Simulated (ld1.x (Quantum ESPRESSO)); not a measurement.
# Ranking TM potentials for C (Z = 6)

All share these settings but for the change named:

C (Z = 6), norm-conserving Troullier–Martins (Kleinman–Bylander form), made with ld1.x (Quantum ESPRESSO) 7.5 (PBE, scalar-relativistic). Core [He], reference 2s2 2p0.5 (charge +1.5). Waves: 2p (bound): rc 1.55 bohr; 2s (bound): rc 0.85 bohr. Local part: the s channel. Core correction: none.

Test errors are all-electron minus pseudo excitation energies from the reference, over 2s2 2p2; 2s2 2p1; 2s2 2p0; 2s1 2p2; 2s1 2p0; 2s2 2p1.5; 2s2 2p2.3. None of these files shows a bound ghost.

The base gives 159.8 meV.

Of 7 variants that were run, those that failed, showed a ghost or another fault, or gave nearly equal values are left out.

A variant can come out equal or close to the base, since the largest error may sit in a test that the change hardly touches while other tests move.

Question: Rank these variants by their largest absolute test error, smallest first.
A. wave 2p (bound): rc 1.55 bohr becomes 2p (bound): rc 1.06 bohr
B. wave 2p (bound): rc 1.55 bohr becomes 2p (bound): rc 1.62 bohr
C. wave 2p (bound): rc 1.55 bohr becomes 2p (bound): rc 2.12 bohr
D. wave 2p (bound): rc 1.55 bohr becomes 2p (bound): rc 2.30 bohr
E. wave 2p (bound): rc 1.55 bohr becomes 2p (bound): rc 1.86 bohr

Answer: A (138.5 meV), B (166.6 meV), E (192.3 meV), C (247.5 meV), D (289.0 meV).
